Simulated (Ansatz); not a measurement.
`O[SiH2]N[SiH3]`. Total charge 0; spin multiplicity 1. The geometry is a stationary point of PBE0-D4/def2-TZVP. It is one conformer, not always the lowest.

```xyz
11

O     1.474   -1.023    1.749
Si    1.237   -0.595    0.178
N     0.120    0.695   -0.036
Si   -1.460    0.661   -0.733
H     0.714   -1.332    2.244
H     2.591   -0.199   -0.269
H     0.690   -1.725   -0.614
H     0.436    1.601    0.287
H    -1.525    1.380   -2.035
H    -1.823   -0.762   -0.945
H    -2.454    1.299    0.174
```

Problem. What is the dipole moment at ωB97M-V/def2-TZVPP? (An estimate is asked.)

Solution. Ansatz gave: 1.22 D, with components (-0.97, 0.58, 0.48) D in this frame, pointing from negative to positive charge.

Problem. And with PBE, r2SCAN, B3LYP? (Estimate.)

Solution. Computed: PBE 1.19 D, r2SCAN 1.21 D, B3LYP 1.21 D.

Problem. Give the Mulliken charges with ωB97M-V, B3LYP, r2SCAN in def2-TZVPP. (Estimate.)

Solution. Ansatz gave: 
| atom | ωB97M-V | B3LYP | r2SCAN |
| --- | --- | --- | --- |
| O1 | -0.37 | -0.39 | -0.41 |
| Si2 | 0.44 | 0.51 | 0.54 |
| N3 | -0.36 | -0.35 | -0.41 |
| Si4 | 0.24 | 0.34 | 0.37 |
| H5 | 0.17 | 0.18 | 0.20 |
| H6 | -0.04 | -0.09 | -0.09 |
| H7 | -0.06 | -0.10 | -0.10 |
| H8 | 0.10 | 0.11 | 0.13 |
| H9 | -0.04 | -0.08 | -0.08 |
| H10 | -0.03 | -0.07 | -0.07 |
| H11 | -0.04 | -0.08 | -0.08 |

B3LYP here is the variant with VWN-RPA as its local correlation; programs differ in this.
